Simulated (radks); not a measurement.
The numbers below are computed, except where a source is named.
All-electron atom: Tc III in [Ar] 3d10 4s2 4p5 4d5 5d1 (not the ground configuration). Level of theory: scalar-relativistic Kohn-Sham, r2SCAN, spin-polarised, spherical densities, finite nucleus; open shells are filled with parallel spins first (spin-orbit coupling, left out, can overturn this in heavy ions); meta-GGA in the generalised Kohn-Sham scheme; Fermi nuclear charge, rms radius 4.4112 fm (a radial shooting solver on a logarithmic mesh with Libxc functionals).

X-ray form factor f0, the Fourier transform of the density (f0(0) = 41):

sin(theta)/lambda (1/angstrom)  f0 (electrons)
0.05                                    40.150
0.1                                     38.270
0.15                                    36.121
0.2                                     33.825
0.25                                    31.450
0.3                                     29.154
0.4                                     25.223
0.5                                     22.264
0.6                                     20.010
0.8                                     16.487
1                                       13.468
1.25                                    10.347
1.5                                      8.155
2                                        5.943
